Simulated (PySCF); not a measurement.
Compound: C4H7F3Si.
Z-matrix (Å and degrees, PBE0-D3(BJ)/def2-SVP geometry), rows numbered from 1:
```
F 
C   1  1.3145
F   2  1.3084  1  111.98
C   2  1.3327  1  123.19  3   179.74
F   4  1.3381  2  118.28  1   179.83
C   4  1.4851  2  126.03  1     1.45
C   6  1.5316  4  112.39  2   119.42
Si  7  1.8873  6  114.20  4   177.59
H   6  1.1002  4  108.47  2    -3.85
H   6  1.1053  4  108.26  2  -119.04
H   7  1.1029  6  109.63  4    55.91
H   7  1.1035  6  109.93  4   -60.40
H   8  1.4960  7  110.29  6   -60.38
H   8  1.4964  7  110.16  6    59.04
H   8  1.4940  7  110.18  6   179.26
```

Level: PBE0/pcSseg-1 and CAM-B3LYP/def2-SVPD in PySCF, non-relativistic, on one gas-phase PBE0-D3(BJ)/def2-SVP geometry that isn't relaxed in the solvent. The solvent is an IEF-PCM continuum (Bondi radii, 1.10 Å for H, scaled by 1.2). Specific hydrogen bonds and non-electrostatic terms are outside this model.

Gas phase at PBE0/pcSseg-1: HOMO -7.16 eV, LUMO 0.40 eV, dipole 1.21 D.

Problem. What does the continuum do to the energy, the frontier levels and the dipole at PBE0/pcSseg-1 in cyclohexane and benzene?

Solution. 
```
    solvent      ε  E(solvent) − E(gas) (kJ/mol)  polarisation term (kJ/mol)  distortion of the solute (kJ/mol)  HOMO (eV)  LUMO (eV)  dipole (D)
cyclohexane  2.017                         -3.62                       -3.78                               0.16      -7.10       0.50        1.30
    benzene  2.271                         -4.12                       -4.32                               0.20      -7.10       0.52        1.31
```

The first energy column is the sum of the next two and covers electrostatics alone. From cyclohexane to benzene the lowering changes by a factor 1.14, Onsager's factor (ε − 1)/(2ε + 1) by 1.14 and ε itself by 1.1.

Problem. Which radius a makes the point-dipole formula ΔE = −[(ε − 1)/(2ε + 1)]·μ²/a³ give the value in benzene, with the gas-phase dipole?

Solution. μ = 0.475 au and |ΔE| = 0.00157 Eh give a = 1.70 Å; the farthest nucleus lies 3.93 Å from the centroid of the nuclei, so such a sphere wouldn't even hold the nuclei. The formula assumes a rigid point dipole at the centre of a sphere.

Gas phase at CAM-B3LYP/def2-SVPD: HOMO -8.68 eV, LUMO 0.85 eV, dipole 1.42 D.

Problem. What does the continuum do to the energy, the frontier levels and the dipole at CAM-B3LYP/def2-SVPD in benzene?

Solution. 
```json
{"solvent": "benzene", "ε": "2.271", "E(solvent) − E(gas) (kJ/mol)": "-4.72", "polarisation term (kJ/mol)": "-5.00", "distortion of the solute (kJ/mol)": "0.28", "HOMO (eV)": "-8.61", "LUMO (eV)": "0.98", "dipole (D)": "1.54"}
```

Problem. How does the static polarisability (CAM-B3LYP/def2-SVPD, frozen core, with the continuum's full static response) change?

Solution. 
```tsv
medium	isotropic (au)	principal values (au)	⟨r²⟩ of the electrons (bohr²)
gas	80.1	65.5, 72.4, 102.4	1727.3
benzene	89.8	74.4, 82.2, 112.8	1727.9
```

The isotropic value in benzene is 1.12 times the gas-phase one; no cavity-field correction is applied. ⟨r²⟩ is taken about the centre of nuclear charge.

Time: 17 s wall; peak memory 0.97 GiB. Hardware: one thread, Intel Xeon 6975P-C (x86_64), shared host with 192 logical CPUs at a one-minute load of 75. This is the whole shielding run at PBE0/pcSseg-1 in benzene, SCF included.
